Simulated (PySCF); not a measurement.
**Computed properties of ZnBr2, SMILES [Br][Zn][Br]**

ZnBr₂, SMILES [Br][Zn][Br]. Geometry: B3LYP-D3(BJ)/def2-SVP. The isomer is the one that the SMILES or the coordinates give; other isomers of the formula were not compared. The values are those of a single conformer. All values are computed for the isolated molecule unless a solvent is named; none is compared with measurement here.

**Structure.** The optimised structure has D∞h symmetry. All 4 harmonic modes at B3LYP-D3(BJ)/def2-SVP (PySCF) are real, so it is a minimum. With heavy atoms numbered as in [Zn:1]([Br:2])[Br:3], the shortest bond between them is Zn1–Br2 at 2.243 Å and the longest Zn1–Br3 at 2.243 Å.

**Vibrations.** The strongest infrared lines (harmonic, unscaled, degenerate partners summed) lie at 392 cm⁻¹ (57 km/mol, Zn 71 %, Br 29 %), 75 cm⁻¹ (16 km/mol, Zn 71 %, Br 29 %). The softest mode is at 75 cm⁻¹ and the zero-point energy is 1.1 kcal/mol.

**Electronic structure.** r2SCAN/def2-TZVPD (PySCF) places the frontier levels at -7.66 and -2.54 eV, a gap of 5.12 eV, and gives a dipole moment of 0.00 D and a mean polarisability of 69.6 bohr³. PBE/def2-TZVPD (PySCF) at the same geometry gives -7.35 and -2.82 eV, so its gap is 0.59 eV narrower. An orbital gap is neither the optical nor the fundamental gap.

**Excitations.** TDDFT-CAM-B3LYP/def2-SVPD (PySCF) has S1 at 5.39 eV (230 nm, f = 0.000, dark); the most intense of the 10 singlets computed lies at 5.85 eV (f = 0.10). Strengths of degenerate partners are summed. T1 (TDA) is at 5.08 eV. TDDFT-PBE/def2-SVPD (PySCF) puts S1 at 4.63 eV. No vertical singlet excitation falls in the visible range (under 3.1 eV).
